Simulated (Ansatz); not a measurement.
Geometry optimisation, RKS B3LYP-D4/def2-SVP (Ansatz).

The input (input.yaml):

```yaml
crystal:
  periodic: [false, false, false]
  atoms:
    - { symbol: W, position_ang: [-0.10789, 0.166858, 0.206312] }
    - { symbol: H, position_ang: [0.14804, 0.260607, 3.126492] }
    - { symbol: H, position_ang: [0.637434, -1.372577, 0.063776] }
    - { symbol: H, position_ang: [-1.043533, 1.23496, 1.302958] }
    - { symbol: O, position_ang: [-1.506704, 0.043023, -0.964416] }
    - { symbol: H, position_ang: [-2.156701, 0.288529, -1.642073] }
    - { symbol: H, position_ang: [-0.615277, -0.96948, 1.337904] }
    - { symbol: H, position_ang: [1.043414, -0.198831, -1.074779] }
    - { symbol: O, position_ang: [1.432587, 0.952724, 1.003929] }
    - { symbol: Si, position_ang: [3.059147, 1.353394, 1.15021] }
    - { symbol: H, position_ang: [3.887717, 0.163205, 0.808273] }
    - { symbol: H, position_ang: [3.37732, 2.486363, 0.236061] }
    - { symbol: H, position_ang: [3.296237, 1.756936, 2.562792] }
    - { symbol: H, position_ang: [0.810611, 0.536489, 3.097461] }
basis:
  gaussian: { orbitals: def2-SVP }
hamiltonian:
  xc: b3lyp
  dispersion: d4
relax:
  f_tol: 0.03
  max_steps: 50
```

Command:

```bash
$ ansatz run input.yaml --threads 4 --pin off --max-ram 5120MiB --backend cpu --events-out ev --progress --plain --runs-dir out
```

Task: Where does it end, and by what steps?

Result: The run ended unconverged. The force dipped under the threshold on the way, but the program's further checks kept it going. After 49 steps the energy has fallen by 0.555 eV; H6 moved furthest, 1.58 Å.

```
step  energy less start (eV)  largest force component (eV/Å)  accepted
   0                  0.0000                           1.418       yes
   2                 -0.2647                           0.130       yes
   4                 -0.3230                           0.283       yes
   6                 -0.3459                           0.128       yes
   8                 -0.3518                           0.255       yes
  10                 -0.3453                           0.186        no
  12                 -0.3616                           0.376       yes
  14                 -0.3670                           0.221        no
  16                 -0.3672                           0.296        no
  18                 -0.3779                           0.184       yes
  20                 -0.3825                           0.127       yes
  22                 -0.3841                           0.115       yes
  24                 -0.3849                           0.043       yes
  26                 -0.3859                           0.034       yes
  28                 -0.3866                           0.100       yes
  30                 -0.3867                           0.263        no
  32                 -0.3892                           0.154       yes
  34                 -0.3917                           0.111       yes
  36                 -0.4029                           0.478       yes
  38                 -0.4063                           0.939       yes
  40                 -0.4125                           0.721        no
  42                 -0.4349                           0.145       yes
  44                 -0.4549                           0.465       yes
  46                 -0.5004                           0.638       yes
  48                 -0.5469                           0.352       yes
  49                 -0.5552                           0.239       yes
```

```xyz
14
Properties=species:S:1:pos:R:3
W -0.089 -0.105 0.174
H 0.732 0.326 3.661
H 0.092 -1.790 0.267
H -1.395 0.607 0.978
O -0.984 1.095 -1.099
H -0.760 0.923 -2.028
H -0.800 -1.030 1.417
H -0.069 -0.959 -1.296
O 1.526 0.584 0.731
Si 2.937 1.489 0.973
H 4.092 0.557 0.869
H 3.005 2.537 -0.079
H 2.869 2.101 2.326
H 1.106 0.367 4.323
```

Run time: 2.3 min on 4 threads of Arm Neoverse V2, with other jobs on the host, peak memory 0.32 GiB.
